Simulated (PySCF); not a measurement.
Basis-set dependence of population analyses: `F[SiH2]C[SiH3]`

CH7FSi2.
Atom-mapped SMILES: `[F:1][SiH2:2][CH2:3][SiH3:4]` (hydrogens: H5, H6 on Si2; H7, H8 on C3; H9, H10, H11 on Si4)

PBE0 throughout (PySCF), one geometry, spherical d and f functions. One conformer (not necessarily the lowest) at the PBE0-D3(BJ)/def2-SVP geometry, without solvent, vibrations or thermal averaging. Atoms taken as equivalent share a column and are averaged.

Mulliken charges (e):

| basis | functions | F1 | Si2 | C3 | Si4 | H5/H6 | H7/H8 | H9/H10/H11 |
| --- | --- | --- | --- | --- | --- | --- | --- | --- |
| STO-3G | 35 | -0.254 | +0.696 | -0.477 | +0.531 | -0.134 | +0.068 | -0.121 |
| 6-31G | 58 | -0.477 | +1.015 | -1.007 | +0.561 | -0.138 | +0.235 | -0.096 |
| pcSseg-0 | 58 | -0.506 | +1.147 | -1.506 | +0.552 | -0.094 | +0.309 | -0.039 |
| 6-31G* | 78 | -0.418 | +0.806 | -0.825 | +0.365 | -0.097 | +0.222 | -0.060 |
| cc-pVDZ | 99 | -0.334 | +0.579 | -0.369 | +0.212 | -0.076 | +0.088 | -0.038 |
| def2-SVP | 99 | -0.361 | +0.718 | -0.573 | +0.359 | -0.093 | +0.112 | -0.060 |
| pcSseg-1 | 117 | -0.439 | +0.932 | -0.882 | +0.473 | -0.117 | +0.183 | -0.072 |
| aug-cc-pVDZ | 163 | -0.640 | +0.364 | +0.225 | -0.551 | +0.243 | -0.319 | +0.251 |
| 6-311+G(2d,p) | 166 | -0.469 | +0.805 | -0.767 | +0.371 | -0.069 | +0.184 | -0.057 |
| def2-TZVP | 178 | -0.335 | +0.484 | -0.459 | +0.138 | -0.038 | +0.149 | -0.016 |
| cc-pVTZ | 226 | -0.302 | +0.478 | -0.364 | +0.148 | -0.053 | +0.108 | -0.023 |
| IGLO-III | 228 | -0.504 | +1.076 | -0.814 | +0.722 | -0.181 | +0.185 | -0.163 |

IAO charges (e):

```tsv
basis	functions	F1	Si2	C3	Si4	H5/H6	H7/H8	H9/H10/H11
STO-3G	35	-0.373	+0.894	-0.773	+0.635	-0.133	+0.131	-0.126
6-31G	58	-0.509	+0.942	-0.816	+0.453	-0.103	+0.178	-0.074
pcSseg-0	58	-0.493	+0.954	-0.844	+0.445	-0.108	+0.180	-0.069
6-31G*	78	-0.527	+1.074	-0.854	+0.580	-0.142	+0.170	-0.109
cc-pVDZ	99	-0.526	+1.061	-0.848	+0.575	-0.139	+0.170	-0.108
def2-SVP	99	-0.526	+1.077	-0.851	+0.595	-0.146	+0.168	-0.113
pcSseg-1	117	-0.536	+1.086	-0.863	+0.596	-0.144	+0.170	-0.112
aug-cc-pVDZ	163	-0.541	+1.068	-0.853	+0.576	-0.136	+0.172	-0.107
6-311+G(2d,p)	166	-0.545	+1.097	-0.874	+0.608	-0.144	+0.174	-0.115
def2-TZVP	178	-0.546	+1.111	-0.881	+0.617	-0.149	+0.174	-0.118
cc-pVTZ	226	-0.542	+1.097	-0.875	+0.602	-0.145	+0.175	-0.114
IGLO-III	228	-0.546	+1.107	-0.880	+0.616	-0.147	+0.174	-0.117
```

Hirshfeld charges (e):

```
        basis  functions      F1     Si2      C3     Si4   H5/H6   H7/H8  H9/H10/H11
       STO-3G         35  -0.175  +0.443  -0.179  +0.340  -0.094  +0.008      -0.085
        6-31G         58  -0.241  +0.427  -0.235  +0.290  -0.071  +0.054      -0.069
     pcSseg-0         58  -0.235  +0.450  -0.233  +0.308  -0.080  +0.043      -0.072
       6-31G*         78  -0.206  +0.403  -0.233  +0.291  -0.076  +0.058      -0.073
      cc-pVDZ         99  -0.199  +0.411  -0.240  +0.308  -0.079  +0.053      -0.076
     def2-SVP         99  -0.203  +0.420  -0.243  +0.315  -0.081  +0.053      -0.078
     pcSseg-1        117  -0.211  +0.426  -0.249  +0.314  -0.078  +0.052      -0.076
  aug-cc-pVDZ        163  -0.214  +0.427  -0.260  +0.312  -0.075  +0.054      -0.074
6-311+G(2d,p)        166  -0.216  +0.427  -0.254  +0.314  -0.076  +0.053      -0.075
    def2-TZVP        178  -0.206  +0.418  -0.254  +0.308  -0.076  +0.055      -0.075
      cc-pVTZ        226  -0.203  +0.415  -0.252  +0.307  -0.076  +0.055      -0.075
     IGLO-III        228  -0.207  +0.414  -0.253  +0.305  -0.074  +0.054      -0.073
```

ESP-fitted charges (e):

| basis | functions | F1 | Si2 | C3 | Si4 | H5/H6 | H7/H8 | H9/H10/H11 |
| --- | --- | --- | --- | --- | --- | --- | --- | --- |
| STO-3G | 35 | -0.214 | +0.589 | -0.374 | +0.398 | -0.128 | +0.076 | -0.098 |
| 6-31G | 58 | -0.405 | +0.834 | -0.576 | +0.507 | -0.149 | +0.151 | -0.121 |
| pcSseg-0 | 58 | -0.398 | +0.977 | -0.774 | +0.568 | -0.188 | +0.191 | -0.126 |
| 6-31G* | 78 | -0.277 | +0.586 | -0.410 | +0.378 | -0.116 | +0.126 | -0.098 |
| cc-pVDZ | 99 | -0.281 | +0.566 | -0.378 | +0.333 | -0.110 | +0.119 | -0.086 |
| def2-SVP | 99 | -0.292 | +0.632 | -0.438 | +0.392 | -0.126 | +0.128 | -0.099 |
| pcSseg-1 | 117 | -0.322 | +0.713 | -0.496 | +0.478 | -0.141 | +0.133 | -0.119 |
| aug-cc-pVDZ | 163 | -0.288 | +0.589 | -0.444 | +0.395 | -0.111 | +0.134 | -0.099 |
| 6-311+G(2d,p) | 166 | -0.297 | +0.602 | -0.454 | +0.393 | -0.113 | +0.138 | -0.098 |
| def2-TZVP | 178 | -0.282 | +0.590 | -0.429 | +0.391 | -0.116 | +0.131 | -0.100 |
| cc-pVTZ | 226 | -0.276 | +0.585 | -0.436 | +0.391 | -0.115 | +0.133 | -0.100 |
| IGLO-III | 228 | -0.277 | +0.572 | -0.444 | +0.395 | -0.109 | +0.136 | -0.099 |

Some averages cover members that differ in this geometry, most widely: H9/H10/H11, Mulliken in aug-cc-pVDZ +0.222 to +0.274; H7/H8, Mulliken in aug-cc-pVDZ -0.338 to -0.299; H7/H8, ESP-fitted in 6-31G +0.135 to +0.166; H5/H6, Mulliken in aug-cc-pVDZ +0.228 to +0.258 e.

Task: Which scheme is steadiest as the basis changes?

Result: Largest range over the bases for any column: Hirshfeld 0.08 e, IAO 0.22 e, ESP-fitted 0.41 e, Mulliken 1.73 e. Hirshfeld charges move least and Mulliken charges most, counted in e. Without the minimal STO-3G basis the ranges are Hirshfeld 0.05, IAO 0.17, ESP-fitted 0.41, Mulliken 1.73 e.

Task: How much do the charges still move between the two largest bases, cc-pVTZ and IGLO-III?

Result: At most, over all atoms: Mulliken 0.598 e, IAO 0.014 e, Hirshfeld 0.005 e, ESP-fitted 0.013 e.

Task: What do the same runs give for the total energy, the frontier levels and the dipole moment?

Result: 
```csv
basis,energy (Eh),HOMO (eV),LUMO (eV),μ (D)
STO-3G,-712.1700,-4.96,7.63,0.96
6-31G,-720.6576,-8.93,0.57,2.49
pcSseg-0,-719.7806,-9.20,0.69,2.11
6-31G*,-720.7641,-8.78,0.62,1.92
cc-pVDZ,-720.8000,-8.83,0.57,1.96
def2-SVP,-720.5160,-8.90,0.63,1.91
pcSseg-1,-720.7753,-8.98,0.39,1.98
aug-cc-pVDZ,-720.8176,-8.90,-0.22,1.96
"6-311+G(2d,p)",-720.8760,-8.95,-0.12,2.02
def2-TZVP,-720.8943,-8.91,0.16,1.92
cc-pVTZ,-720.8888,-8.89,0.28,1.88
IGLO-III,-720.8980,-8.92,0.29,1.92
```

The dipole is fixed by the density alone, so its range of 1.53 D shows that the density itself changes with the basis, not only its division among atoms.
